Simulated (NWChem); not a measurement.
# BaCl2 cation, doublet; SMILES of the neutral closed-shell parent [Cl][Ba][Cl]

```xyz
3

Ba     0.0000     0.0000    -0.9492
Cl     0.0000     1.3363     1.5633
Cl     0.0000    -1.3363     1.5633
```
Atoms are numbered in this order, from 1.

Computed with NWChem. Spin-unrestricted. In the optimisation the excess spin sits in b2 (C2v, its own frame). Geometry: optimised at PBE0/def2-SVP, spin-unrestricted. The spin multiplicity was typed, not searched, and may not be the lowest. No stability test was run on the SCF state. def2 effective core potentials on Ba; no spin-orbit coupling. Vertical excitations in the gas phase; the lowest state need not have the same character in each row. Excited states of an open shell can be spin-contaminated.

| level | lowest excitation (eV) | oscillator strength of that lowest state | lowest empty minus highest occupied level, either spin (eV) |
|---|---|---|---|
| PBE/def2-SVPD, TDA | (withheld) | 0.000 | (withheld) |
| B3LYP/def2-SVPD, TDA | 1.44 | 0.000 | 2.86 |
| BHandHLYP/def2-SVPD, TDA | 1.62 | 0.000 | 5.74 |

Task: Complete the blanks.

Result: 
- PBE/def2-SVPD, TDA, lowest excitation (eV): 1.37
- PBE/def2-SVPD, TDA, lowest empty minus highest occupied level, either spin (eV): 1.05
